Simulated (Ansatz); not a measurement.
Basis-set series for C₃H₁₁AlO (`[CH3][Al-]([CH3])([CH3])[OH2+]`). Total charge 0; spin multiplicity 1. The geometry is a stationary point of PBE0-D4/def2-TZVP. It is one conformer, not always the lowest.

| functional | basis | functions | energy (Eh) | HOMO (eV) | LUMO (eV) |
| --- | --- | --- | --- | --- | --- |
| PBE0-D4 | def2-SVP | 129 | -438.06983 | -6.80 | 0.21 |
| PBE0-D4 | def2-TZVPP | 320 | -438.38390 | -6.89 | -0.33 |
| ωB97M-V | def2-SVP | 129 | -438.27454 | -9.05 | 1.83 |
| ωB97M-V | def2-TZVPP | 320 | -438.60024 | -9.15 | 1.11 |

Task: Give the rows for def2-QZVPP. (An estimate is asked.)

Result: Ansatz gave: 
```tsv
functional	basis	functions	energy (Eh)	HOMO (eV)	LUMO (eV)
PBE0-D4	def2-QZVPP	628	-438.40339	-6.91	-0.65
ωB97M-V	def2-QZVPP	628	-438.61907	-9.16	0.56
```

Positive LUMOs are unbound and depend on the basis.
